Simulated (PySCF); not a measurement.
## Potassium: a sound run and one with changed settings

Sound run: K⁺ [Ar], K²⁺ [Ne] 3s2 3p5. Computed with PySCF 2.14 in 6-31G* (5s4p3d, 32 functions), with no relativity, point nucleus. In the sound run the correlated levels freeze [Ne] 3s2. The sound run starts from symmetry-adapted Hartree-Fock orbitals and uses a fine grid where one is needed.

Changed run: the spin-free X2C one-electron Hamiltonian (Gaussian nucleus). This setting is unsound on purpose.

| species | method | sound run (hartree) | changed run (hartree) | converged |
| --- | --- | --- | --- | --- |
| K⁺ | UHF | -598.97167 | -600.96946 | yes |
| K⁺ | LDA | -597.97475 | -599.97231 | yes |
| K⁺ | MN15 | -599.62310 | -601.62069 | yes |
| K⁺ | MP2 | -599.08087 | -601.07856 | yes |
| K⁺ | CCSD(T) | -599.09606 | -601.09364 | yes |
| K²⁺ | UHF | -597.81409 | -599.80678 | yes |
| K²⁺ | LDA | -596.76361 | -598.75607 | yes |
| K²⁺ | MN15 | -598.40441 | -600.39692 | yes |
| K²⁺ | MP2 | -597.88763 | -599.88026 | yes |
| K²⁺ | CCSD(T) | -597.90301 | -599.89554 | yes |

Ionisation energy of K⁺:

```json
{"method": "UHF", "sound run (eV)": "31.499", "changed run (eV)": "31.638"}
{"method": "LDA", "sound run (eV)": "32.957", "changed run (eV)": "33.096"}
{"method": "MN15", "sound run (eV)": "33.162", "changed run (eV)": "33.300"}
{"method": "MP2", "sound run (eV)": "32.470", "changed run (eV)": "32.607"}
{"method": "SCS-MP2", "sound run (eV)": "32.405", "changed run (eV)": "32.542"}
{"method": "CCSD", "sound run (eV)": "32.464", "changed run (eV)": "32.601"}
{"method": "CCSD(T)", "sound run (eV)": "32.465", "changed run (eV)": "32.602"}
```

Most of the change in total energy is the relativistic energy itself. On top of that the contraction fixes the core shape for the Hamiltonian it was made with, so the changed run is not a good calculation with the other Hamiltonian either.

For comparison, NIST gives 31.625 eV between the lowest levels.
